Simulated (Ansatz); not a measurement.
One change: `N[SiH](F)Cl` becomes `B[SiH](N)F`.

Ansatz, PBE0-D4/def2-TZVP geometries, multiplicity 1. Each molecule was computed in one conformer, which needn't be the lowest.

```tsv
property	`N[SiH](F)Cl`
HOMO energy (ωB97M-V/def2-TZVPP) / eV	-10.73
ideal-gas entropy at 298 K and 1 bar (rigid rotor, harmonic PBE0-D4/def2-TZVP) / J/(mol·K)	317
LUMO energy (PBE0/def2-TZVPP) / eV	0.66
LUMO energy (B3LYP/def2-TZVPP) / eV	0.33
size of the dipole moment (B3LYP/def2-TZVPP) / D	2.45
HOMO energy (PBE/def2-TZVPP) / eV	-6.82
```

**Question.** What does the change do to each property? (An estimate is asked.)

**Answer.** The calculation gave: 
```csv
property,`B[SiH](N)F`,shift
HOMO energy (ωB97M-V/def2-TZVPP) / eV,-10.24,0.49
"ideal-gas entropy at 298 K and 1 bar (rigid rotor, harmonic PBE0-D4/def2-TZVP) / J/(mol·K)",323,6
LUMO energy (PBE0/def2-TZVPP) / eV,-2.39,-3.05
LUMO energy (B3LYP/def2-TZVPP) / eV,-2.59,-2.92
size of the dipole moment (B3LYP/def2-TZVPP) / D,1.96,-0.49
HOMO energy (PBE/def2-TZVPP) / eV,-6.60,0.22
```

With PBE0 the HOMO rises by 0.38 eV and the LUMO falls by 3.05 eV, so the gap narrows by about 3.43 eV. PBE moves the HOMO by 0.22 eV and ωB97M-V by 0.49 eV. The zero-point energy changes by 48.6 kJ/mol with +6 modes. Dipoles are sizes alone; their direction can turn.

B3LYP here is the variant with VWN-RPA as its local correlation; programs differ in this.
